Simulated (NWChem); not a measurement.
# CH5FOSi; SMILES F[SiH2]CO

```xyz
9

O      0.6102    -1.8381     0.2241
C     -0.3774    -1.0754    -0.4327
Si    -0.4628     0.7156     0.1472
F      0.8886     1.5184    -0.2712
H      0.4020    -1.8609     1.1639
H     -1.3905    -1.5283    -0.3604
H     -0.1329    -1.0857    -1.5087
H     -1.6241     1.4216    -0.4681
H     -0.5539     0.7413     1.6380
```
Atoms are numbered in this order, from 1.

Program: NWChem. Pople sets run with spherical d functions. Coordinates come from a PBE0/def2-SVP optimisation. Atomic charges in e: unrestrained fits to the electrostatic potential beside Mulliken populations; buried atoms are poorly determined by the fit.

For level Hartree-Fock/6-31G*:

```
Property      Result
------------  ------
Mulliken O1    -0.76
Mulliken C2    -0.27
ESP Si3         0.70
Mulliken Si3    1.11
Mulliken F4    -0.54
```

Problem. How do the values read with level B3LYP/def2-SVP instead?

Solution. 
| Property | Result |
|---|---|
| Mulliken O1 | -0.31 |
| Mulliken C2 | -0.02 |
| ESP Si3 | 0.58 |
| Mulliken Si3 | 0.69 |
| Mulliken F4 | -0.34 |
